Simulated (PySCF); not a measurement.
B²⁺ (boron, charge +2): UHF calculation

Configuration: [He] 2s1, 2S determinant. Calculation: PySCF 2.14, in aug-cc-pVDZ-DK; scalar relativity by spin-free X2C-1e.

```
Total energy                        : -23.378286 hartree
One-electron energy                 : -27.7129 hartree
Hartree (Coulomb) energy            : 7.5535 hartree
Exchange energy                     : -3.2189 hartree
⟨S²⟩                                : 0.7500
⟨L²⟩                                : 0.000
Sum of ⟨r⟩                          : 2.312 bohr
Sum of ⟨r²⟩                         : 3.496 bohr²
Langevin diamagnetic susceptibility : -2.77 ×10⁻⁶ cm³/mol
Time after the integrals            : 0.06 s of wall time on 1 thread of Neoverse-N1 (shared host)
```

```json
{"shell": "1s α", "electrons": "1", "mean orbital energy (eV)": "-240.93", "rms radius, mean of both spins (bohr)": "0.377"}
{"shell": "1s β", "electrons": "1", "mean orbital energy (eV)": "-239.54", "rms radius, mean of both spins (bohr)": "0.377"}
{"shell": "2s α", "electrons": "1", "mean orbital energy (eV)": "-37.734", "rms radius, mean of both spins (bohr)": "1.79"}
```
